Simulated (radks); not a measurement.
Results of a calculation; reference values are marked as such.
Effect of the nuclear size on neutral promethium, [Xe] 4f5 6s2. Level of theory: Dirac Kohn-Sham, LDA (Slater exchange, Perdew-Wang correlation), spin-unpolarised, spherical densities, finite nucleus; open shells are shared between the two j in proportion to 2j + 1; Fermi nuclear charge, rms radius 4.962 fm (a radial shooting solver on a logarithmic mesh with Libxc functionals). The rms radius is varied about that value; shifts are against it.

rms radius (fm)  total energy shift (eV)  density at nucleus (e/bohr^3)  1s1/2 shift (meV)  2s1/2 shift (meV)  5s1/2 shift (meV)  5p1/2 shift (meV)  6s1/2 shift (meV)  4f7/2 shift (meV)  6p1/2 (empty) shift (meV)
4.1085                             -4.61                      5.125e+05              -1910               -239              -1.75              0.249             -0.083              0.381                      0.076
4.6246                             -1.90                      4.987e+05               -787              -98.7             -0.724              0.103             -0.034              0.157                      0.031
4.962                                  0                      4.907e+05              0.000              0.000              0.000              0.000              0.000              0.000                      0.000
5.3292                              2.19                      4.827e+05                905                113              0.832             -0.118              0.039             -0.181                     -0.036
5.87                                5.62                      4.721e+05               2330                292               2.14             -0.303              0.101             -0.464                     -0.092

Slopes of the eigenvalues against <r^2> in GHz/fm^2, as finite differences over the two radii next to the reference (eigenvalue slopes, not the field-shift constants of lines): 1s1/2 58300, 2s1/2 7320, 5s1/2 53.6, 5p1/2 -7.60, 6s1/2 2.54, 4f7/2 -11.6, 6p1/2 (empty) -2.32.
